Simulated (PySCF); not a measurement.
A structure optimised at B3LYP-D3(BJ)/def2-SVPD, used in a PySCF frequency run:

```xyz
9

Al     0.0000     0.0000     0.0000
O     -1.5062    -0.2618    -0.9329
H     -1.6939    -1.1878    -1.1061
O     -0.2618     1.5062     0.9329
H     -1.1878     1.6939     1.1061
O      0.2618    -1.5062     0.9329
H      1.1878    -1.6939     1.1061
O      1.5062     0.2618    -0.9329
H      1.6939     1.1878    -1.1061
```
Charge -1, spin multiplicity 1.

Task: Write its SMILES, formula and point group.

Result: [OH][Al-]([OH])([OH])[OH], AlH₄O₄, S4

Task: What are its rotational constants (standard atomic weights)?

Result: 3.5085, 3.5085, 3.0292 GHz
